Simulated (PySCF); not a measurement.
Spin states and ions at one geometry of [Bi3]2+

PySCF 2.14.0, UKS TPSS, Bi def2-SVP with ECP60; non-relativistic Hamiltonian with scalar-relativistic core potentials where named; density fitting; no spin-orbit coupling; singlets restricted, open shells unrestricted. The geometry is relaxed for charge +2, doublet, vacuum:

```xyz
3

Bi    0.0000    0.0000    2.7952
Bi    0.0000    0.0000    0.0074
Bi    0.0000    0.0000   -2.8026
```

Energies count from the relaxed state; an electron taken off or put on is at rest in vacuum. Charges and spins are Mulliken's.

```csv
state,energy (eV),spin squared,charge on Bi1 (e),spin on Bi1 (e),dipole about the centre of mass (D)
"charge +2, doublet, vacuum",0.00,0.87,0.85,0.51,0.05
"charge +2, quartet, vacuum",0.44,3.81,0.79,1.32,0.01
"charge +3, singlet, vacuum",16.59,0.00,1.27,0.00,0.13
"charge +3, triplet, vacuum",17.07,2.00,1.22,0.72,0.09
"charge +1, triplet, vacuum",-11.94,2.21,0.42,1.34,0.05
```

What does the state charge +2, sextet, vacuum give?

energy (eV) 1.97, spin squared 8.75, charge on Bi1 (e) 0.76, spin on Bi1 (e) 1.65, dipole about the centre of mass (D) 0.02.

With an electron taken off (singlet, the lower of the two states computed) the charges change, summed by element, by Bi +1.00 e. The vertical ionisation energy is 16.59 eV, against −ε(HOMO) = 14.27 eV over both spins of the relaxed state. The level lies 2.3 eV too high, as is usual for semilocal functionals and global hybrids, which keep a self-interaction error.

With an electron put on (triplet) the charges change, summed by element, by Bi -1.00 e. The vertical electron affinity is 11.94 eV, against −ε(LUMO) = 14.17 eV over both spins of the relaxed state.

Open shells may have lower solutions than those found. Hard to converge, so the more doubtful: charge +2, sextet, vacuum.

No frequency check is given that shows the relaxed geometry to be a minimum.
